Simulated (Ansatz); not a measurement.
Ansatz results at the PBE0-D4/def2-TZVP geometry: HOMO–LUMO gap (ωB97M-V/def2-TZVPP) 12.45 eV; LUMO energy (PBE0/def2-TZVPP) 0.71 eV; HOMO–LUMO gap (B3LYP/def2-TZVPP) 8.37 eV.

Each molecule was computed in one conformer, which needn't be the lowest.

**Question.** Which molecule gave them?
A. `C[Si](C)(C)C[Si](C)(F)F`
B. `C[Si](S)(Cl)Cl`
C. `C[SiH2]Br`
D. `C[SiH2]O`

**Answer.** A. The others give `C[SiH2]O`: 12.75, 0.48, 8.37; `C[SiH2]Br`: 12.40, 0.13, 7.92; `C[Si](S)(Cl)Cl`: 12.04, 0.08, 7.44.

B3LYP here is the variant with VWN-RPA as its local correlation; programs differ in this.
